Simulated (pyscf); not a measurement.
H₃Si–Si•(SiH₃)–SiH₃ + dichlorosilane (Cl–SiH₂–Cl) -> H₃Si–Si(SiH₃)(SiH₃)–Cl + •H₂Si–Cl (atom transfer; doublet surface; Cl–Si broken, Cl–Si formed). Single points on ωB97X-D3(BJ)/def2-SVP structures (PySCF, gas phase). Energies in kcal/mol from the separated reactants.

```csv
level,barrier,reaction energy
PBE/def2-TZVP,14.3,+10.7
B3LYP-D3(BJ)/def2-TZVP,16.8,+9.8
PBE0-D3(BJ)/def2-TZVP,17.4,+10.7
M06-2X/def2-TZVP,21.2,+10.5
ωB97M-D3(BJ)/def2-TZVP,23.0,+11.6
HF/def2-TZVP,39.9,+11.1
```

The functionals in the table span 8.7 kcal/mol in this barrier, from PBE to ωB97M-D3(BJ)/def2-TZVP. One saddle was located; it need not be the lowest between these sides. The angle at the transferred Cl is 177°.
